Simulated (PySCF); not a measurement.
# One molecule, several mistakes: BCH2O2 anion

All numbers below are calculated, not measured. They come from PySCF 2.14.0, an open-source quantum chemistry program, on an isolated molecule that a program drew, which may never have been made. The molecule is BCH2O2 anion (charge -1, singlet), drawn as the SMILES string `[O-]C=BO`.

Each row is a Hartree-Fock (HF) and frozen-core CCSD(T) single point in the aug-cc-pVDZ basis, meant for a local HF minimum. Run 1 is clean. Each other run has one planted mistake out of seven kinds, and not every kind appears here: one electron removed, one electron added, multiplicity raised by two, geometry at a saddle point, minimal basis STO-3G, one bond length entered in bohr, all coordinates scaled. The reference is restricted for singlets and unrestricted otherwise, and also for a bond in bohr. Adding or removing an electron swaps singlet and doublet. Electrons count all cores. HOMO and LUMO are orbital energies over both spins, the gradient is its largest component, and the lowest frequency (negative if imaginary) is given only where the gradient is small. Bond lengths are over the 5 bonds as drawn. T1 is the CCSD diagnostic: over 0.02 (restricted) or 0.045 (unrestricted) a single reference is doubtful.

Geometry of the clean run:
```xyz
6
BCH2O2 anion, angstrom
O     1.0801   -2.6460    1.8202
C     0.5484   -3.0236    0.7911
B    -0.8536   -2.5988    0.1582
O    -0.8235   -1.4631   -0.6616
H     1.0417   -3.8762    0.2485
H     0.0165   -1.0262   -0.6674
```

```
run  electrons  basis functions  <S^2>  HOMO (eV)  LUMO (eV)  gradient (hartree/bohr)  lowest frequency (cm^-1)  mean bond (Å)  longest bond (Å)      T1  HF (hartree)  CCSD(T) (hartree)                          mistake
  1         30              110  0.000      -1.26       3.98                  1.9e-05                       126         1.2573             1.596  0.0218    -213.42299         -214.08964                         no fault
  2         30              110  0.000      -1.01       3.98                  8.2e-02                         -         1.2083             1.534  0.0206    -213.41182         -214.06807           all coordinates scaled
  3         30              110  0.989      -3.26       3.80                  1.1e-01                         -         1.4258             1.789  0.0410    -213.35871         -214.02638  one bond length entered in bohr
  4         29              110  0.799     -10.42       0.56                  5.6e-02                         -         1.2573             1.596  0.0255    -213.43147         -214.05586                                ?
```

**Which mistake was planted in run 4, and what did it cost?**

It counts 29 electrons, one fewer than the clean run, at the same geometry and basis. So the mistake is: one electron removed. Subtracting run 1 and multiplying by 627.51 kcal/mol a hartree, the energy moved by -5.3 kcal/mol in HF and 21.2 kcal/mol in CCSD(T).

Cautions from the logs. Run 1: T1 is over the limit, so its CCSD(T) energy is less reliable; run 2: T1 is over the limit, so its CCSD(T) energy is less reliable.
